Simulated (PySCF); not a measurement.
Computed properties of H5O4Si, SMILES O[Si](O)(O)[OH2+], charge +1

H5O4Si, SMILES O[Si](O)([OH2+])O, charge +1. The structure is a stationary point at PBE0-D3(BJ)/def2-SVP. The isomer is the one that the SMILES or the coordinates give; other isomers of the formula were not compared. Other conformers were not sampled. All values are computed for the isolated molecule unless a solvent is named; none is compared with measurement here.

**Structure.** All 24 harmonic modes at PBE0-D3(BJ)/def2-SVP (PySCF) are real, so it is a minimum. With heavy atoms numbered as in [OH:1][Si:2]([OH:3])([OH:4])[OH2+:5], the shortest bond between them is O1–Si2 at 1.604 Å and the longest Si2–O5 at 1.833 Å.

**Vibrations.** The strongest infrared lines (harmonic, unscaled, degenerate partners summed) lie at 3824 cm⁻¹ (371 km/mol, H 92 %), 3903 cm⁻¹ (332 km/mol, H 94 %), 442 cm⁻¹ (316 km/mol, H 61 %, O 36 %). The softest mode is at 54 cm⁻¹ and the zero-point energy is 43.3 kcal/mol.

**Electronic structure.** B3LYP/def2-TZVP (PySCF) places the frontier levels at -14.39 and -5.63 eV, a gap of 8.76 eV and a mean polarisability of 33.8 bohr³. PBE/def2-TZVP (PySCF) at the same geometry gives -12.90 and -6.19 eV, so its gap is 2.05 eV narrower. An orbital gap is neither the optical nor the fundamental gap.

**Excitations.** TDDFT-M06-2X/def2-SVPD (PySCF) has S1 at 8.72 eV (142 nm, f = 0.012, weak); the most intense of the 10 singlets computed lies at 9.93 eV (f = 0.07). T1 (TDA) is at 8.39 eV. TDDFT-PBE/def2-SVPD (PySCF) puts S1 at 6.80 eV. No vertical singlet excitation falls in the visible range (under 3.1 eV).

**NMR.** GIAO shifts at HF/pcSseg-1 (PySCF) (non-relativistic, atoms alike by connectivity averaged): ¹H from 4.8 to 6.7 ppm against TMS; ²⁹Si at -80.2 ppm against TMS.

**Solvation.** SMD-ωB97X/6-31G* (PySCF) gives -75.1 kcal/mol in water, -74.0 kcal/mol in ethanol, -58.3 kcal/mol in cyclohexanone (1 M in both phases, gas-phase geometry); of these solvents water holds the molecule best.
